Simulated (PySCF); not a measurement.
Mg(Et)(OMe) (C₃H₈MgO), SMILES C[O][Mg][CH2]C.

Geometry optimised at PBE0-D3(BJ)/def2-SVP. The structure was generated by enumeration; whether it is a known compound was not checked. Other conformers were not sampled.

Vertical ionisation energy (IE) and electron affinity (EA) in eV. Rows of orbital energies are one-electron estimates. Where ΔSCF, EOM or ADC give a negative EA the extra electron is unbound and the value depends on the basis.

| level | IE | EA |
|---|---|---|
| −ε(HOMO), −ε(LUMO), HF/def2-TZVP (PySCF) | 9.41 | -1.27 |
| −ε(HOMO), −ε(LUMO), PBE/def2-TZVP (PySCF) | 5.44 | 1.49 |
